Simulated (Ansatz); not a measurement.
`[CH3][GeH3]` + `C#CO[CH2][AlH][CH3]` → `C#C[O][GeH2][CH3]` + `[CH3][AlH][CH3]`  (redistribution)

Computed with Ansatz on PBE0-D4/def2-TZVP structures; ΔE is electronic, products minus reactants. CCSD(T)/CBS is the MP2 limit (def2-TZVPP, def2-QZVPP) plus CCSD(T) − MP2 in def2-TZVPP, frozen cores. Functionals use def2-TZVPP. B3LYP here is the variant with VWN-RPA as its local correlation; programs differ in this. For Ge outer-core shells are correlated without core-valence functions, which leaves a few kJ/mol of doubt a bond. Scalar relativity is left out up to krypton. One conformer a species, not always the lowest.

```json
{"level": "PBE-D4", "ΔE (kJ/mol)": "-104.8", "difference from CCSD(T)/CBS": "13.0"}
{"level": "r2SCAN-D4", "ΔE (kJ/mol)": "-110.4", "difference from CCSD(T)/CBS": "7.4"}
{"level": "PBE0-D4", "ΔE (kJ/mol)": "-108.6", "difference from CCSD(T)/CBS": "9.2"}
{"level": "B3LYP-D4", "ΔE (kJ/mol)": "-120.6", "difference from CCSD(T)/CBS": "-2.8"}
{"level": "ωB97X-V", "ΔE (kJ/mol)": "-112.6", "difference from CCSD(T)/CBS": "5.2"}
{"level": "B2PLYP", "ΔE (kJ/mol)": "-125.3", "difference from CCSD(T)/CBS": "-7.5"}
{"level": "PBE", "ΔE (kJ/mol)": "-107.7", "difference from CCSD(T)/CBS": "10.1"}
{"level": "PBE0", "ΔE (kJ/mol)": "-111.0", "difference from CCSD(T)/CBS": "6.8"}
{"level": "MP2/def2-TZVPP", "ΔE (kJ/mol)": "-124.8", "difference from CCSD(T)/CBS": "-7.0"}
{"level": "SCS-MP2/def2-TZVPP", "ΔE (kJ/mol)": "-124.5", "difference from CCSD(T)/CBS": "-6.7"}
{"level": "CCSD/def2-TZVPP", "ΔE (kJ/mol)": "-121.9", "difference from CCSD(T)/CBS": "-4.1"}
{"level": "MP2/def2-QZVPP", "ΔE (kJ/mol)": "-125.7", "difference from CCSD(T)/CBS": "-7.9"}
{"level": "SCS-MP2/def2-QZVPP", "ΔE (kJ/mol)": "-125.8", "difference from CCSD(T)/CBS": "-8.0"}
{"level": "HF/CBS(def2)", "ΔE (kJ/mol)": "-138.6", "difference from CCSD(T)/CBS": "-20.8"}
{"level": "MP2/CBS(def2)", "ΔE (kJ/mol)": "-126.1", "difference from CCSD(T)/CBS": "-8.3"}
{"level": "CCSD/CBS(def2)", "ΔE (kJ/mol)": "-123.2", "difference from CCSD(T)/CBS": "-5.4"}
{"level": "CCSD(T)/CBS", "ΔE (kJ/mol)": "-117.8", "difference from CCSD(T)/CBS": "0"}
```

Largest T1 diagnostic among the species: 0.013.

From PBE to PBE0 (25 % exact exchange), in def2-TZVPP and without D4, ΔE moves by −3.3 kJ/mol. The D4 term adds +4.7 kJ/mol with B3LYP and +2.4 kJ/mol with PBE0; it sums over pairs of atoms, weighted by their polarisabilities, and B3LYP, whose exchange is more repulsive, gets the larger term.
